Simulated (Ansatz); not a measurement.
Stepwise reaction of `[NH]=[V]([Cl])([Cl])[Cl]` with ammonia, as a gas-phase model of exchange steps in deposition or etching. ΔE in kJ/mol.

Program: Ansatz. Geometries: PBE0-D4/def2-TZVP. ΔE: electronic, gas phase. CCSD(T)/CBS adds triple-zeta CCSD(T) − MP2 to the extrapolated MP2 energy (def2 sets, frozen cores). This one scheme is used for every species. Functionals use def2-TZVPP. B3LYP here is the variant with VWN-RPA as its local correlation; programs differ in this. For V outer-core shells are correlated without core-valence functions, which leaves a few kJ/mol of doubt a bond. Scalar relativity is left out up to krypton. One conformer a species, not always the lowest.

```
step                                                                  reaction  PBE-D4  B3LYP-D4  ωB97M-V  CCSD(T)/CBS
   1      `[NH]=[V]([Cl])([Cl])[Cl]` + NH₃ → `[NH]=[V]([NH2])([Cl])[Cl]` + HCl    46.5      44.6     40.4         39.4
   2    `[NH]=[V]([NH2])([Cl])[Cl]` + NH₃ → `[NH]=[V]([NH2])([NH2])[Cl]` + HCl    75.5      75.1     73.5         73.9
   3  `[NH]=[V]([NH2])([NH2])[Cl]` + NH₃ → `[NH]=[V]([NH2])([NH2])[NH2]` + HCl    99.2      98.9     97.6         96.6
```

Q: By hand: ΔE of the 3 steps together at CCSD(T)/CBS.

A: (39.4) + (73.9) + (96.6) = 209.9 kJ/mol, or 70.0 kJ/mol a step.

In ΔE each step is higher than the one before. All are uphill at CCSD(T)/CBS. PBE-D4 differs from CCSD(T)/CBS by 1.6 to 7.1 kJ/mol a step. Isolated molecules leave out the surface, adducts and barriers. Largest T1 diagnostic: 0.032.
